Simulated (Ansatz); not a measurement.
C₂H₇B₂F, SMILES `BCB(C)F`, relaxed with RKS PBE-D4/def2-SVP in Ansatz from a rough embedded geometry. The force threshold is 0.03 eV/Å; the program also tests the step.

Total charge 0; spin multiplicity 1.

Start:

```xyz
12

B    -0.655   -0.850    1.647
C    -0.150    0.398    0.939
B    -0.348    0.216   -0.616
C     0.880    0.263   -1.668
F    -1.678    0.125   -1.196
H    -1.586   -0.811    2.464
H    -0.201   -1.930    1.456
H     0.900    0.546    1.138
H    -0.736    1.324    1.311
H     1.557   -0.607   -1.332
H     0.561    0.128   -2.636
H     1.454    1.198   -1.507
```

(1) How much energy does the relaxation release, and in how many steps? (Best estimate.)

(2) Which bonds change most? (An estimate is asked.)

(3) Give the relaxed structure. (An estimate is asked.)

## Answers

(1) Ansatz gave: 13.53 kcal/mol, in 16 steps.

(2) Ansatz gave: B3–F5 from 1.454 to 1.347 Å; C4–H11 from 1.028 to 1.109 Å; C2–H9 from 1.157 to 1.107 Å; B3–C4 from 1.618 to 1.569 Å.

(3) The calculation gave: 
```xyz
12

B    -0.542   -0.930    1.477
C    -0.242    0.529    1.038
B    -0.343    0.521   -0.546
C     0.796    0.038   -1.512
F    -1.486    0.980   -1.090
H    -1.645   -1.250    1.882
H     0.307   -1.797    1.358
H     0.822    0.775    1.252
H    -0.945    1.277    1.452
H     1.528   -0.637   -1.028
H     0.392   -0.442   -2.426
H     1.358    0.937   -1.857
```
